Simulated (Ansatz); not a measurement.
One change: `[CH3][Ti]([F])([F])[Cl]` becomes `[F][Ti]([F])([Cl])[Br]`.

Ansatz, PBE0-D4/def2-TZVP geometries, multiplicity 1. 

Scalar relativity is left out up to krypton.

```
                                      property  `[CH3][Ti]([F])([F])[Cl]`
             HOMO energy (PBE/def2-TZVPP) / eV                      -7.41
           HOMO–LUMO gap (PBE/def2-TZVPP) / eV                       3.53
         HOMO–LUMO gap (B3LYP/def2-TZVPP) / eV                       5.56
zero-point energy (PBE0-D4/def2-TZVP) / kJ/mol                      107.3
          HOMO–LUMO gap (PBE0/def2-TZVPP) / eV                       6.09
size of the dipole moment (PBE/def2-TZVPP) / D                       1.36
```

**Question.** What does the change do to each property? (Estimate.)

**Answer.** Computed: 
```
                                      property  `[F][Ti]([F])([Cl])[Br]`  shift
             HOMO energy (PBE/def2-TZVPP) / eV                     -8.01  -0.60
           HOMO–LUMO gap (PBE/def2-TZVPP) / eV                      3.60   0.07
         HOMO–LUMO gap (B3LYP/def2-TZVPP) / eV                      5.20  -0.36
zero-point energy (PBE0-D4/def2-TZVP) / kJ/mol                      19.3  -88.0
          HOMO–LUMO gap (PBE0/def2-TZVPP) / eV                      5.70  -0.39
size of the dipole moment (PBE/def2-TZVPP) / D                      0.31  -1.05
```

With PBE0 the HOMO falls by 0.37 eV and the LUMO falls by 0.77 eV, so the gap narrows by about 0.40 eV. PBE moves the HOMO by -0.60 eV and ωB97M-V by -0.15 eV. The zero-point energy changes by -88.0 kJ/mol with -9 modes. Dipoles are sizes alone; their direction can turn.

B3LYP here is the variant with VWN-RPA as its local correlation; programs differ in this.

Spin–orbit coupling is left out; it splits and shifts lone-pair levels of the heavy atoms by tenths of an eV.
